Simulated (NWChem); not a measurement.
System: H₂TeS₂; SMILES S[Te]S

Excerpt of the output:

```
             Northwest Computational Chemistry Package (NWChem) 7.3.0
             --------------------------------------------------------

 C2  symmetry detected

                             Geometry "geometry" -> ""
                             -------------------------

 Output coordinates in angstroms (scale by  1.889725989 to convert to a.u.)

  No.       Tag          Charge          X              Y              Z
 ---- ---------------- ---------- -------------- -------------- --------------
    1 Te                  52.0000     0.00000000     0.00000000     0.59408474
    2 S                   16.0000     1.92644127    -0.04349553    -0.89861226
    3 H                    1.0000     2.03321723     1.30738124    -1.06840726
    4 S                   16.0000    -1.92644127     0.04349553    -0.89861226
    5 H                    1.0000    -2.03321723    -1.30738124    -1.06840726

 Effective nuclear repulsion energy (a.u.)     431.7474752580

      Symmetry information
      --------------------

 Group name             C2
 Group number              4
 Group order               2
 No. of unique centers     3

 Summary of "ao basis" -> "ao basis" (spherical)
 ------------------------------------------------------------------------------
       Tag                 Description            Shells   Functions and Types
 ---------------- ------------------------------  ------  ---------------------
 Te                         def2-svp                10       26   4s4p2d
 S                          def2-svp                 8       18   4s3p1d
 H                          def2-svp                 3        5   2s1p

      Symmetry analysis of basis
      --------------------------

        a          37
        b          35

            General Information
            -------------------
          SCF calculation type: DFT
          Wavefunction type:  closed shell.
          No. of atoms     :     5
          No. of electrons :    58
           Alpha electrons :    29
            Beta electrons :    29
          Charge           :     0
          Spin multiplicity:     1
          Use of symmetry is: on ; symmetry adaption is: on
          Maximum number of iterations: 150
          AO basis - number of functions:    72
                     number of shells:    32
          Convergence on energy requested:  1.00D-06
          Convergence on density requested:  1.00D-05
          Convergence on gradient requested:  5.00D-04

              XC Information
              --------------
                     Hartree-Fock (Exact) Exchange  1.000

      Superposition of Atomic Density Guess
      -------------------------------------

 Sum of atomic energies:       -1106.91691332

      Non-variational initial energy
      ------------------------------

 Total energy =   -1063.037636
 1-e energy   =   -2019.912607
 2-e energy   =     729.751720
 HOMO         =      -0.224669
 LUMO         =      -0.035202

      Symmetry analysis of molecular orbitals - initial
      -------------------------------------------------

  Numbering of irreducible representations:

     1 a           2 b

  Orbital symmetries:

     1 b           2 a           3 b           4 a           5 a
     6 b           7 a           8 a           9 b          10 b
    11 a          12 b          13 a          14 b          15 b
    16 a          17 a          18 a          19 b          20 a
    21 b          22 a          23 b          24 a          25 b
    26 a          27 a          28 b          29 b          30 a
    31 b          32 a          33 b          34 a          35 b
    36 a          37 b          38 a          39 a

     ---------------------------------------------
      Total Density - Mulliken Population Analysis
     ---------------------------------------------

    Atom       Charge   Shell Charges
 -----------   ------   -------------------------------------------------------
    1 Te  24    23.69   1.77  0.27  1.22  0.63  2.90  3.14  1.82  1.85  9.85  0.25
    2 S   16    16.35   2.00  1.99  1.21  0.66  5.94  1.72  2.80  0.03
    3 H    1     0.81   0.58  0.20  0.03
    4 S   16    16.35   2.00  1.99  1.21  0.66  5.94  1.72  2.80  0.03
    5 H    1     0.81   0.58  0.20  0.03

   convergence    iter        energy       DeltaE   RMS-Dens  Diis-err
 ---------------- ----- ----------------- --------- --------- ---------
 d= 0,ls=0.0,diis     1  -1062.9530602150 -1.29D+03  6.04D-03  1.39D-01
 d= 0,ls=0.0,diis     2  -1062.9818543705 -2.88D-02  1.96D-03  1.69D-02
 d= 0,ls=0.0,diis     3  -1062.9849870687 -3.13D-03  8.12D-04  1.73D-03
 d= 0,ls=0.0,diis     4  -1062.9855025766 -5.16D-04  2.55D-04  1.37D-04
 d= 0,ls=0.0,diis     5  -1062.9855489173 -4.63D-05  1.01D-04  7.59D-06
  Resetting Diis
 d= 0,ls=0.0,diis     6  -1062.9855537495 -4.83D-06  3.66D-05  1.03D-06
 d= 0,ls=0.0,diis     7  -1062.9855543456 -5.96D-07  9.54D-06  1.15D-07

         Total DFT energy =    -1062.985554345644
      One electron energy =    -2020.047109154086
           Coulomb energy =      800.454245582297
    Exchange-Corr. energy =      -70.515941714850
 Nuclear repulsion energy =      227.123250940995

 Numeric. integr. density =        0.000000000000

                  Occupations of the irreducible representations
                  ----------------------------------------------

                     irrep           alpha         beta
                     --------     --------     --------
                     a                15.0         15.0
                     b                14.0         14.0

                       DFT Final Molecular Orbital Analysis
                       ------------------------------------

 Vector   27  Occ=2.000000D+00  E=-3.774130D-01  Symmetry=b
              MO Center=  2.5D-13, -3.0D-15, -8.5D-01, r^2= 5.2D+00
   Bfn.  Coefficient  Atom+Function         Bfn.  Coefficient  Atom+Function
  ----- ------------  ---------------      ----- ------------  ---------------
    37      0.388539  2 S  px                60      0.388539  4 S  px
    39      0.283990  2 S  pz                62     -0.283990  4 S  pz
    34      0.260186  2 S  px                57      0.260186  4 S  px
    36      0.189371  2 S  pz                59     -0.189371  4 S  pz
    31      0.148034  2 S  px                54      0.148034  4 S  px

 Vector   28  Occ=2.000000D+00  E=-3.749425D-01  Symmetry=a
              MO Center= -2.1D-13, -2.0D-15, -5.1D-01, r^2= 5.1D+00
   Bfn.  Coefficient  Atom+Function         Bfn.  Coefficient  Atom+Function
  ----- ------------  ---------------      ----- ------------  ---------------
    39      0.436293  2 S  pz                62      0.436293  4 S  pz
    36      0.281947  2 S  pz                59      0.281947  4 S  pz
    13     -0.260795  1 Te pz                 3     -0.191333  1 Te s
     4     -0.191855  1 Te s                 33      0.161416  2 S  pz
    56      0.161416  4 S  pz                16     -0.148782  1 Te pz

 Vector   29  Occ=2.000000D+00  E=-3.350823D-01  Symmetry=b
              MO Center= -7.5D-17,  2.4D-15,  4.5D-01, r^2= 2.9D+00
   Bfn.  Coefficient  Atom+Function         Bfn.  Coefficient  Atom+Function
  ----- ------------  ---------------      ----- ------------  ---------------
    12      0.585644  1 Te py                15      0.556252  1 Te py
     9     -0.227901  1 Te py                 6     -0.178938  1 Te py
    30      0.108835  2 S  s                 53     -0.108835  4 S  s
    45     -0.103683  3 H  s                 68      0.103683  5 H  s
    46     -0.090665  3 H  s                 69      0.090665  5 H  s

 Vector   30  Occ=0.000000D+00  E= 5.204413D-02  Symmetry=a
              MO Center= -5.1D-14, -4.9D-15, -5.0D-02, r^2= 4.7D+00
   Bfn.  Coefficient  Atom+Function         Bfn.  Coefficient  Atom+Function
  ----- ------------  ---------------      ----- ------------  ---------------
    16      0.781643  1 Te pz                37     -0.511117  2 S  px
    60      0.511117  4 S  px                13      0.369469  1 Te pz
     4     -0.361957  1 Te s                  3     -0.358323  1 Te s
    30      0.345074  2 S  s                 53      0.345074  4 S  s
    39      0.194230  2 S  pz                62      0.194230  4 S  pz

 Vector   31  Occ=0.000000D+00  E= 6.409094D-02  Symmetry=b
              MO Center=  6.8D-14,  3.8D-15,  3.7D-01, r^2= 4.5D+00
   Bfn.  Coefficient  Atom+Function         Bfn.  Coefficient  Atom+Function
  ----- ------------  ---------------      ----- ------------  ---------------
    14      0.939167  1 Te px                39     -0.401013  2 S  pz
    62      0.401013  4 S  pz                11      0.397223  1 Te px
    30     -0.364798  2 S  s                 53      0.364798  4 S  s
    37      0.296714  2 S  px                60      0.296714  4 S  px
     8     -0.171750  1 Te px                36     -0.144594  2 S  pz

 Vector   32  Occ=0.000000D+00  E= 1.573514D-01  Symmetry=a
              MO Center= -4.6D-13, -2.3D-13, -9.6D-01, r^2= 7.7D+00
   Bfn.  Coefficient  Atom+Function         Bfn.  Coefficient  Atom+Function
  ----- ------------  ---------------      ----- ------------  ---------------
    46      1.026708  3 H  s                 69      1.026708  5 H  s
    38     -0.677720  2 S  py                61      0.677720  4 S  py
    30     -0.645571  2 S  s                 53     -0.645571  4 S  s
     3     -0.372630  1 Te s                  4      0.280906  1 Te s
    45      0.149442  3 H  s                 68      0.149442  5 H  s

     ---------------------------------------------
      Total Density - Mulliken Population Analysis
     ---------------------------------------------

    Atom       Charge   Shell Charges
 -----------   ------   -------------------------------------------------------
    1 Te  24    23.73   1.77  0.27  1.25  0.60  2.89  3.15  1.99  1.68  9.85  0.29
    2 S   16    16.23   2.00  1.99  1.19  0.69  5.94  1.70  2.66  0.06
    3 H    1     0.90   0.70  0.17  0.03
    4 S   16    16.23   2.00  1.99  1.19  0.69  5.94  1.70  2.66  0.06
    5 H    1     0.90   0.70  0.17  0.03

     -------------------------------------------
      Total Density - Lowdin Population Analysis
     -------------------------------------------

    Atom       Charge   Shell Charges
 -----------   ------   -------------------------------------------------------
    1 Te  24    23.88   1.23  0.74  1.03  0.82  2.73  3.17  1.97  1.96  9.59  0.63
    2 S   16    16.04   2.00  1.95  0.99  0.74  5.82  1.82  2.67  0.07
    3 H    1     1.02   0.62  0.32  0.08
    4 S   16    16.04   2.00  1.95  0.99  0.74  5.82  1.82  2.67  0.07
    5 H    1     1.02   0.62  0.32  0.08

     Multipole analysis of the density
     ---------------------------------

     L   x y z        total         alpha         beta         nuclear
     -   - - -        -----         -----         ----         -------
     0   0 0 0      0.000000    -29.000000    -29.000000     58.000000

     1   1 0 0      0.000000      0.000000      0.000000      0.000000
     1   0 1 0      0.000000      0.000000      0.000000      0.000000
     1   0 0 1      0.301028     15.867717     15.867717    -31.434407

     2   2 0 0    -41.048851   -247.332675   -247.332675    453.616498
     2   1 1 0      3.650633     -2.879649     -2.879649      9.409931
     2   1 0 1      0.000000      0.000000      0.000000      0.000000
     2   0 2 0    -39.025497    -25.724670    -25.724670     12.423843
     2   0 1 1      0.000000      0.000000      0.000000      0.000000
     2   0 0 2    -40.304773    -85.491429    -85.491429    130.678085
```

Level: Hartree-Fock/def2-SVP with def2 effective core potentials on Te. Geometry: optimised at PBE-D3(BJ)/def2-SVP. def2 effective core potentials on Te; no spin-orbit coupling.

### Question
Write an input that gives this output.

### Answer
Several could match; the one computed here: the input that was run:
```
start job
memory heap 200 mb stack 900 mb global 1100 mb
geometry units angstroms noautoz
  Te     0.000000     0.000000     0.559981
  S      1.926552    -0.038278    -0.932716
  H      2.029669     1.312883    -1.102511
  S     -1.926552     0.038278    -0.932716
  H     -2.029669    -1.312883    -1.102511
end
basis spherical
  * library def2-svp
end
ecp
  Te library def2-ecp
end
dft
  xc hfexch
  iterations 150
  mulliken
end
task dft energy
```
